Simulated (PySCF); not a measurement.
## BiPb at B97-3

Level: B97-3. basis Bi def2-SVP with ECP60, Pb def2-SVP with ECP60; scalar-relativistic core potentials; PySCF 2.14.

- state: ²Π (doublet), unpaired electrons π ↑
- bond length: 2.803 Å
- harmonic wavenumber: 154 cm⁻¹
- force constant: 1.46 mdyn/Å
- rotational constant Be: 0.02058 cm⁻¹
- anharmonicity ωexe: 0.427 cm⁻¹
- vibration–rotation constant αe: 5.14e-05 cm⁻¹
- well depth De to Bi + Pb: 50.2 kcal/mol
- dissociation energy D0: 50.0 kcal/mol
- bond order (Mayer): 2.24
- dipole moment (positive dipole means Bi(−)Pb(+)): 1.53 D

Spin–orbit coupling is left out, which matters for elements this heavy, above all for dissociation energies. The state is the lowest determinant that a PBE0 search found; another state may lie lower at other levels.
